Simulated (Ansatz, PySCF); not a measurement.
Species: BiCl2 (charge 0, doublet). It need not be the lowest isomer of its formula. 
Structure (B3LYP-D3(BJ)/def2-TZVP (Ansatz, a quantum-chemistry and plane-wave program) minimum search):
SMILES: [Cl][Bi][Cl]
```xyz
3

Bi    -0.2594    -0.1405     0.3548
Cl    -0.2788     1.9807    -0.8842
Cl     1.5451    -1.2948    -0.8478
```
Charge 0, spin multiplicity 2.

Dipole moments at this geometry, in debye (magnitudes).

| level | program | dipole (D) |
|---|---|---|
| HF/def2-TZVPD | PySCF | 4.27 |
| PBE/def2-TZVPD | Ansatz | 3.46 |
| revPBE/def2-TZVPD | Ansatz | 3.50 |
| BP86/def2-TZVPD | PySCF | 3.43 |
| TPSS/def2-TZVPD | PySCF | 3.55 |
| M06-L/def2-TZVPD | PySCF | 3.75 |
| B97M-V/def2-TZVPD | Ansatz | 3.78 |
| PBE0/def2-TZVPD | Ansatz | 3.75 |
| BHLYP/def2-TZVPD | Ansatz | 3.99 |
| TPSSh/def2-TZVPD | PySCF | 3.66 |
| r2SCANh/def2-TZVPD | Ansatz | 3.71 |
| M06-2X/def2-TZVPD | PySCF | 4.19 |
| wB97M-V/def2-TZVPD | Ansatz | 3.88 |
| CCSD(T)/def2-SVPD | Ansatz | 3.88 |
